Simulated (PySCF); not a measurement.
# Reading the logs of faulty runs: H5N2Si2

Calculated results; nothing here was measured. The program is PySCF 2.14.0, an open-source quantum chemistry code, run on an isolated molecule that a program drew, which may never have been made. The molecule is H5N2Si2 (charge 0, doublet), drawn as the SMILES string `N=[Si](N)[SiH2]`.

Each row is a Hartree-Fock (HF) and frozen-core CCSD(T) single point in the cc-pV(D+d)Z basis, meant for a local HF minimum. Run 1 is clean. Each other run has one planted mistake out of seven kinds, and not every kind appears here: one electron removed, one electron added, multiplicity raised by two, geometry at a saddle point, minimal basis STO-3G, one bond length entered in bohr, all coordinates scaled. The reference is restricted for singlets and unrestricted otherwise, and also for a bond in bohr. Adding or removing an electron swaps singlet and doublet. Electrons count all cores. HOMO and LUMO are orbital energies over both spins, the gradient is its largest component, and the lowest frequency (negative if imaginary) is given only where the gradient is small. Bond lengths are over the 8 bonds as drawn. T1 is the CCSD diagnostic: over 0.02 (restricted) or 0.045 (unrestricted) a single reference is doubtful.

Geometry of the clean run:
```xyz
9
H5N2Si2, angstrom
N    -0.3042   -0.5316    0.7232
Si   -0.3729    0.8036   -0.0954
N    -1.6960    1.7254   -0.5971
Si    1.6361    1.8324   -0.6394
H    -1.0527   -1.0999    1.0686
H    -1.6199    2.5517   -1.1571
H    -2.6468    1.4784   -0.3994
H     2.7499    0.8873   -0.8529
H     1.5359    2.8019   -1.7573
```

```
run  electrons  basis functions  <S^2>  HOMO (eV)  LUMO (eV)  gradient (hartree/bohr)  lowest frequency (cm^-1)  mean bond (Å)  longest bond (Å)      T1  HF (hartree)  CCSD(T) (hartree)                 mistake
  1         47               99  0.765      -8.84       0.77                  2.5e-05                       131         1.4428             2.322  0.0181    -689.65319         -690.22734                no fault
  2         48               99  0.000      -0.94       8.21                  5.1e-02                         -         1.4428             2.322  0.0159    -689.65329         -690.25541      one electron added
  3         46               99  0.000     -14.11      -7.09                  4.4e-02                         -         1.4428             2.322  0.0381    -689.35913         -689.93603    one electron removed
  4         47               99  0.762      -8.71       0.91                  5.4e-02                         -         1.3721             2.208  0.0163    -689.62606         -690.18951  all coordinates scaled
  5         47               99  3.783      -4.39       0.53                  1.4e-01                         -         1.4428             2.322  0.0231    -689.52272         -690.05536                       ?
  6         47               99  0.773      -8.28       0.77                  5.2e-05                      -466         1.4369             2.299  0.0185    -689.64833         -690.22507                       ?
```

**Which mistake was planted in run 5, and what did it cost?**

Electrons, basis and geometry are unchanged, and <S^2> is 3.783, beside S(S+1) = 3.75 for a multiplicity of 4. So the mistake is: multiplicity raised by two. Subtracting run 1 and multiplying by 627.51 kcal/mol a hartree, the energy moved by 81.9 kcal/mol in HF and 107.9 kcal/mol in CCSD(T).

**Which mistake was planted in run 6, and what did it cost?**

The gradient is small, so the point is stationary, but the lowest frequency is imaginary (-466 cm^-1). So the mistake is: geometry at a saddle point. Subtracting run 1 and multiplying by 627.51 kcal/mol a hartree, the energy moved by 3.0 kcal/mol in HF and 1.4 kcal/mol in CCSD(T).

Cautions from the logs. Run 3: T1 is over the limit, so its CCSD(T) energy is less reliable.
